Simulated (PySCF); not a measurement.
**Ionisation energy of Os by level of theory**

Os [Xe] 4f14 5d6 6s2 (5D) → Os⁺ [Xe] 4f14 5d6 6s1 (6D), as a difference of total energies. Calculation: PySCF 2.14, in aug-cc-pVDZ-PP with ECP60MDF (5s5p4d2f, 54 functions); a scalar-relativistic core potential. Correlated levels: valence: 5s2 5p6 frozen. The calculations carry no spin-orbit coupling.

```
           method  ionisation energy (eV)  error (eV)
              UHF                   6.554      -1.919
    MP2 (valence)                   8.009      -0.464
SCS-MP2 (valence)                   8.217      -0.256
   CCSD (valence)                   8.036      -0.437
CCSD(T) (valence)                   8.137      -0.336
```

Reference: 8.473 eV (measured; NIST levels, between the centres of gravity of the two terms).

Errors of the correlated levels include the incompleteness of this basis and the frozen core.
